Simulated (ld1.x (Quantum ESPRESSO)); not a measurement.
## Scattering properties, ultrasoft potential for aluminium (Al)

* Element: aluminium (Al)
* Generator: ld1.x (Quantum ESPRESSO) 7.5
* Type: ultrasoft
* Functional: PBE
* Relativity: scalar-relativistic
* Frozen core: [Ne]
* Valence charge: 3
* Reference configuration: 3s1.75 3p1.25
* Partial waves: 3s (bound): rcut 1.85, rcutus 2.05 bohr; 3s channel at 3.3 Ry: rcut 1.85, rcutus 2.05 bohr; 3p (bound): rcut 2.45, rcutus 2.90 bohr; 3p channel at 2.8 Ry: rcut 2.45, rcutus 2.90 bohr; 3d channel at 0.4 Ry: rcut 1.95, rcutus 2.55 bohr; 3d channel at 2.4 Ry: rcut 1.95, rcutus 2.55 bohr
* Local potential: all-electron potential smoothed inside 2.70 bohr (lloc = -1)
* Core correction: Bessel-smoothed model core, default radius (core density twice the valence density)
* Augmentation charge: PSQ, inside the norm-conserving radii

The phase is arctan(r·u′/u) with u = r·R(r), unwrapped; energies in Ry, scanned from -3 to 5 Ry. A pole is an energy at which the radial function vanishes at the test radius. The pseudo phase is shifted by a multiple of π to meet the all-electron one at the reference energy, and phase errors are pseudo minus all-electron; the curves can meet again beyond the range given. Levels narrower than the energy grid can be missing from the lists of poles.

```
channel  radius (bohr)  reference energy (Ry)  poles, all-electron  poles, pseudo  unbroken range about the reference energy with phases within 0.05 rad  phase error 1 Ry above the reference energy (rad)
      s           3.13                  -0.59           0.01, 4.65     0.01, 4.64                                                        the whole range                                             -0.000
      p           3.13                  -0.21                 0.69     0.68, 4.83                                                        the whole range                                             -0.005
      d           3.13                   0.40                 1.52           1.53                                                              below 3.1                                             +0.001
```

Phases in the p channel:

| E (Ry) | all-electron | pseudo |
| --- | --- | --- |
| -3.00 | 1.371 | 1.369 |
| -2.76 | 1.360 | 1.358 |
| -2.52 | 1.348 | 1.346 |
| -2.28 | 1.333 | 1.331 |
| -2.04 | 1.316 | 1.313 |
| -1.80 | 1.293 | 1.290 |
| -1.56 | 1.263 | 1.260 |
| -1.32 | 1.222 | 1.218 |
| -1.08 | 1.159 | 1.155 |
| -0.84 | 1.052 | 1.048 |
| -0.60 | 0.831 | 0.827 |
| -0.36 | 0.237 | 0.236 |
| -0.12 | -0.772 | -0.773 |
| 0.12 | -1.249 | -1.251 |
| 0.36 | -1.439 | -1.443 |
| 0.60 | -1.541 | -1.546 |
| 0.84 | -1.611 | -1.616 |
| 1.08 | -1.668 | -1.674 |
| 1.32 | -1.722 | -1.729 |
| 1.56 | -1.782 | -1.790 |
| 1.80 | -1.859 | -1.868 |
| 2.04 | -1.976 | -1.986 |
| 2.28 | -2.189 | -2.200 |
| 2.52 | -2.672 | -2.680 |
| 2.76 | -3.531 | -3.532 |
| 3.00 | -4.092 | -4.094 |
| 3.24 | -4.333 | -4.339 |
| 3.48 | -4.456 | -4.465 |
| 3.72 | -4.530 | -4.542 |
| 3.96 | -4.580 | -4.595 |
| 4.20 | -4.617 | -4.635 |
| 4.44 | -4.646 | -4.668 |
| 4.68 | -4.670 | -4.696 |
| 4.92 | -4.691 | -4.723 |
